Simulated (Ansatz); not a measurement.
Computed with frozen-core CCSD(T)/def2-TZVPP // r2SCAN-D4/def2-SVP in Ansatz (a program for electronic structure).

Ansatz 0.2 input:
```yaml
crystal:
  periodic: [false, false, false]
  atoms:
    - { symbol: Mo, position_ang: [-0.191895, 0.122692, -0.102352] }
    - { symbol: O, position_ang: [-1.395266, 0.001995, 1.351002] }
    - { symbol: H, position_ang: [-1.700216, -0.899013, 1.547487] }
    - { symbol: O, position_ang: [-0.10016, 2.060932, 0.003335] }
    - { symbol: H, position_ang: [0.532647, 2.354561, 0.67636] }
    - { symbol: O, position_ang: [-1.230514, 0.653466, -1.574843] }
    - { symbol: H, position_ang: [-1.215929, 1.598491, -1.800538] }
    - { symbol: O, position_ang: [-0.798045, -1.707637, -0.279824] }
    - { symbol: H, position_ang: [-0.414515, -2.179102, -1.03474] }
    - { symbol: O, position_ang: [1.199976, 0.181445, 1.250326] }
    - { symbol: H, position_ang: [0.820865, 0.283793, 2.136801] }
    - { symbol: O, position_ang: [1.292923, -0.368781, -1.156086] }
    - { symbol: H, position_ang: [2.055093, -0.745059, -0.688388] }
basis:
  gaussian: { orbitals: def2-TZVPP }
correlation:
  method: ccsd_t
```

Output:

```
Functional definition: HF
2100 factors; integrals over basis functions are off by at most 7.0e-4 eV
mean field evaluation 1: about -14145.0643 eV, gradient 1.0e2 eV
mean field evaluation 2: about -14145.5132 eV, gradient 1.0e2 eV
mean field evaluation 4: about -14161.6736 eV, gradient 1.6e1 eV
mean field evaluation 8: about -14162.2176 eV, gradient 1.4e0 eV
mean field evaluation 16: about -14162.2248 eV, gradient 3.0e-6 eV
mean field evaluation 32: about -14152.5573 eV, gradient 1.7e1 eV
mean field -14162.22477333 eV, -520.4521609192 hartree, gradient 3.0e-6 eV, S^2 0.000000; 0 other end points of the search recorded, 0 dependent functions left out
6 core orbitals not correlated
reference -14162.22477333 eV, -520.4521609192 hartree; 28, 28 occupied and 292, 292 virtual orbitals, 2100 factors
second order -57.17061662 eV of doubles, -0.00000000 eV of singles
cycle   1  -52.52586128 eV  change     4.6e0 eV  update   3.6e-1
cycle   2  -54.92840251 eV  change    -2.4e0 eV  update   2.6e-1
cycle   3  -55.46071289 eV  change   -5.3e-1 eV  update   6.7e-2
cycle   4  -55.49042174 eV  change   -3.0e-2 eV  update   3.5e-2
cycle   5  -55.45674811 eV  change    3.4e-2 eV  update   1.4e-2
cycle   6  -55.45078112 eV  change    6.0e-3 eV  update   7.0e-3
cycle   7  -55.45660638 eV  change   -5.8e-3 eV  update   4.0e-3
cycle   8  -55.45632041 eV  change    2.9e-4 eV  update   2.0e-3
cycle   9  -55.45572163 eV  change    6.0e-4 eV  update   8.9e-4
cycle  10  -55.45759570 eV  change   -1.9e-3 eV  update   5.3e-4
cycle  11  -55.45725228 eV  change    3.4e-4 eV  update   2.1e-4
cycle  12  -55.45653886 eV  change    7.1e-4 eV  update   1.3e-4
cycle  13  -55.45691148 eV  change   -3.7e-4 eV  update   7.0e-5
cycle  14  -55.45669431 eV  change    2.2e-4 eV  update   5.7e-5
cycle  15  -55.45665875 eV  change    3.6e-5 eV  update   2.5e-5
perturbative correction -2.97597444 eV, -0.1093650435 hartree
Total energy: -14220.65740652 eV, -522.5995205820 hartree
```

Cost: around 120 core-minutes (rough).
